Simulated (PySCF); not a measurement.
Peak assignment

Structure with atom numbers: `[CH3:1][SiH2:2]/[CH:3]=[CH:4]/[SiH3:5]`. Hydrogens are named by the atom that carries them.

Level of theory: GFN2-xTB geometry, PBE0/pcSseg-1 with gauge-including orbitals, in PySCF 2.14.0 with density-fitted response routines (no relativistic terms, one conformer, in vacuum, one averaged value for each set of equivalent atoms).

References, each an isolated molecule treated in the same way: 13C (186.93 ppm), 1H (31.72 ppm) vs TMS.

Question: Assign these signals to the numbered atoms. 13C{1H} NMR (computed): δ 160.8, 152.1, -5.2.

Answer: 
```tsv
δ (ppm)	atoms	environment	reason
160.8	C3	alkene CH	an sp2 carbon of a C=C bond
152.1	C4	alkene CH	–
-5.2	C1	methyl carbon bonded to Si	an electropositive neighbour leaves it electron-rich and shielded
```

Question: Assign these signals to the numbered atoms. 1H NMR (600 MHz, computed): δ 7.20 (m, 1H), 7.02 (m, 1H), 4.40 (m, 2H), 4.17 (d, 3H), 0.20 (t, 3H).

Answer: 
| δ (ppm) | atoms | environment | reason |
| --- | --- | --- | --- |
| 7.20 | H(C3) | hydrogen on an alkene CH | attached to an sp2 carbon and in the plane of the double bond |
| 7.02 | H(C4) | hydrogen on an alkene CH | – |
| 4.40 | H(Si2) | hydrogen on a silicon bonded to 2 C | – |
| 4.17 | H(Si5) | hydrogen on a silicon bonded to C | – |
| 0.20 | H(C1) | hydrogen on a methyl carbon bonded to Si | an electropositive neighbour shields it, as in TMS itself |

Shifts are as computed. Against solution values, carbons near 30 ppm lie about +3 ppm off and those near 130 ppm about +5 ppm. Of 1211 compounds with measured shifts, 218 miss one by over three times the rms of a fit or turn the order of signals round; such compounds aren't used in these exercises. No couplings were computed; multiplicities are counted from neighbouring protons, with m where these are inequivalent, close in shift, in a saturated or five-membered ring or joined by F or P, and br s for small geminal =CH2 splittings.
